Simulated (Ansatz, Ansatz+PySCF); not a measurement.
```xyz
3

N    -0.0794    0.0892    0.0136
C     0.2547    0.3724   -1.1215
O     0.5486    0.8429   -2.1641
```

Basis set: def2-SVP (spherical functions). Frozen core: 3 orbitals. Charge 0, multiplicity 2.

Computed with Ansatz (development build ahead of 0.2.0); each method stands on the lowest determinant of its kind that the runs found.

Give the atomization energy at this shape (free ground-state atoms in the same class of orbitals less the molecule, no zero-point energy) of doublet CNO by UHF-MP2, UHF.

| method | atomization energy |
| --- | --- |
| UHF-MP2 | 13.13 eV |
| UHF | 7.85 eV |

Caution: the unrestricted determinant is spin contaminated. Caution for UHF-MP2: MP2 forces lie far from those of the mean fields.
